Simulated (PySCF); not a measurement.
LDA on Se (selenium, neutral), [Ar] 3d10 4s1 4p4 4d1, one real determinant (an excited configuration). Calculation: PySCF 2.14, in aug-cc-pVTZ-PP with ECP10MDF (6s5p4d2f, 55 functions); a scalar-relativistic core potential.

```
cycle= 1 E= -371.857891987088  delta_E= -0.0162  |g|= 0.132  |ddm|= 0.505
cycle= 2 E= -371.859261786836  delta_E= -0.00137  |g|= 0.0876  |ddm|= 0.159
cycle= 3 E= -371.860473189949  delta_E= -0.00121  |g|= 0.0063  |ddm|= 0.0679
cycle= 4 E= -371.860494809306  delta_E= -2.16e-05  |g|= 0.000268  |ddm|= 0.0135
cycle= 5 E= -371.8604948654  delta_E= -5.61e-08  |g|= 1.53e-05  |ddm|= 0.000827
cycle= 6 E= -371.860494865583  delta_E= -1.83e-10  |g|= 1.17e-06  |ddm|= 4.23e-05
converged SCF energy = -371.860494865583  <S^2> = 6.0030082  2S+1 = 5.0012032
```

Highest occupied orbital energy: 0.669 eV; ⟨L²⟩ = 8.01; populations by l: s 3.00, p 10.00, d 11.00, f 0.00.

(1) Can this result be used?

Answers

(1) Not for this state. The run converged. ⟨L²⟩ = 8.01 against 12 for a pure F term, so this real determinant mixes terms. Energies and moments cover only the electrons outside the core potential. The outer electron is Rydberg-like, and this basis confines it to a smaller radius and binds it less than a complete one would. At LDA the highest occupied level has a positive energy, so only the finite basis holds that electron; for this excited configuration the basis is too tight for the outer shell.
